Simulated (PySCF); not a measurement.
**SbH₃: from structure and modes to constants**

Level of theory: PBE0/[Sb x2c-TZVPall, H x2c-TZVPall], spin-free X2C, density fitting, no spin–orbit coupling, PySCF.

The singlet minimum has C3v symmetry. Masses (u): Sb 120.90382, H 1.00782.

```xyz
4
charge 0 multiplicity 1, angstrom
Sb    0.0000    0.0000   -0.0235
H     1.4094    0.0000    0.9417
H    -0.7047    1.2206    0.9417
H    -0.7047   -1.2206    0.9417
```

Harmonic wavenumbers (cm⁻¹): 806.1 (a1, ×1), 847.9 (e, ×2), 1970.6 (a1, ×1), 1976.7 (e, ×2).

Find the principal moments of inertia and the rotational constants. What kind of rotor is it?

About the centre of mass I = 5.7512, 5.7512, 6.0061 u Å². With B = 16.8576/I this gives 2.931, 2.931, 2.807 cm⁻¹. The molecule is an oblate symmetric top.

What is the harmonic zero-point energy?

Half the sum of all 6 wavenumbers, 8426/2 = 4213 cm⁻¹, which is 50.4 kJ/mol (1 cm⁻¹ = 0.0119627 kJ/mol).

Find the vibrational entropy and heat capacity at 298.15 K.

With u = 1.43878 ω/T, each mode gives S = R[u/(eᵘ−1) − ln(1−e⁻ᵘ)] and C = R u² eᵘ/(eᵘ−1)².
```csv
ω (cm⁻¹),u,S (J/(mol K)),C (J/(mol K))
806.1,3.890,0.85,2.68
847.9 (×2),4.092,0.72,2.41
1970.6,9.510,0.01,0.06
1976.7 (×2),9.539,0.01,0.05
```
The sums over all modes are S = 2.3 and C = 7.7 J/(mol K); the softest mode gives 37 % of the entropy (each member, where degenerate).
